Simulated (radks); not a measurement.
Xe I, configuration [Xe].

Calculated with a radial shooting solver on a logarithmic mesh with Libxc functionals: Dirac Kohn-Sham, PBE, spin-unpolarised, spherical densities, finite nucleus; Fermi nuclear charge, rms radius 4.7859 fm.

Energy parts (eV):
total: -202724.967
kinetic: 215358.576
electron-nucleus: -492930.776
Hartree: 79941.515
exchange-correlation: -5094.283

Orbitals (lengths in bohr, moments of r in powers of bohr; r(max) is where P^2 peaks):
orbital,occ.,eigenvalue (eV),r(max),small-component weight
1s1/2,2,-34344.20,0.01715,3.96e-02
2s1/2,2,-5343.153,0.09710,8.50e-03
2p1/2,2,-5020.045,0.07439,8.53e-03
2p3/2,4,-4695.418,0.07927,8.08e-03
3s1/2,2,-1092.912,0.2791,2.54e-03
3p1/2,2,-958.5917,0.2656,2.48e-03
3p3/2,4,-896.9338,0.2764,2.36e-03
3d3/2,4,-660.5677,0.2242,2.24e-03
3d5/2,6,-647.5375,0.2272,2.20e-03
4s1/2,2,-197.2266,0.6615,7.38e-04
4p1/2,2,-149.6762,0.6773,6.75e-04
4p3/2,4,-137.3840,0.7014,6.36e-04
4d3/2,4,-60.4907,0.7438,4.94e-04
4d5/2,6,-58.5061,0.7521,4.84e-04
5s1/2,2,-19.7135,1.626,1.31e-04
5p1/2,2,-9.0860,1.855,9.05e-05
5p3/2,4,-7.8547,1.940,8.16e-05

The highest occupied level is 5p3/2 at -7.855 eV. For comparison, the ionisation energy in NIST's Atomic Spectra Database is 12.130 eV (measured). In exact Kohn-Sham theory the highest level is minus the ionisation energy, but local and semilocal functionals leave it too shallow, through self-interaction and a potential that decays too fast; potentials with the right tail come closer.
